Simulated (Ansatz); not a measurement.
Reaction: Si2H5Cl (chloro(silyl)silane, SMILES Cl[SiH2][SiH3]) → Si2H4Cl (SMILES [SiH2][SiH2]Cl, doublet) + H (doublet) (the H-Si bond breaks)
Each species at its own B3LYP-D3(BJ)/def2-TZVP minimum (Ansatz, a first-principles code).

Wanted: bond dissociation energy (electronic), in kJ/mol. UHF or UKS for unpaired electrons; spin-orbit terms are left out. CBS(X,Y): correlation extrapolated as X^-3, Hartree-Fock from the larger set. A bracket is a step between two methods taken in the basis named. The functionals are non-relativistic, so their misses hold any scalar relativity. Double hybrids freeze cores in their MP2 part. '+ core + X2C': CCSD(T) terms for core correlation (cc-pwCVTZ, 1s frozen past Ne) and scalar relativity (cc-pVTZ-DK). Where a partner has so few electrons that a lower coupled-cluster level is exact, that level stands in.

CCSD(T)/CBS(cc-pV(T+d)Z,cc-pV(Q+d)Z) + [CCSDT(Q) - CCSD(T)]/cc-pV(D+d)Z + core + X2C (Ansatz) gives 392.2 kJ/mol.

What does PBE/def2-TZVPD (Ansatz) give here, and how do the other levels compare?

PBE gives 368.1 kJ/mol, 24.1 kJ/mol below it. Differences of the others: r2SCAN/def2-TZVPD (Ansatz) -20.5; B3LYP/def2-TZVPD (Ansatz) -7.0; PBE0/def2-TZVPD (Ansatz) -20.8; wB97M-V/def2-TZVPD (Ansatz) 0.2; B2PLYP/def2-TZVPD (Ansatz) -9.3; CCSD(T)/CBS(cc-pV(T+d)Z,cc-pV(Q+d)Z) + core + X2C (Ansatz) 0.1 kJ/mol. Nearer than PBE: r2SCAN/def2-TZVPD, B3LYP/def2-TZVPD, PBE0/def2-TZVPD, wB97M-V/def2-TZVPD, B2PLYP/def2-TZVPD, CCSD(T)/CBS(cc-pV(T+d)Z,cc-pV(Q+d)Z) + core + X2C.
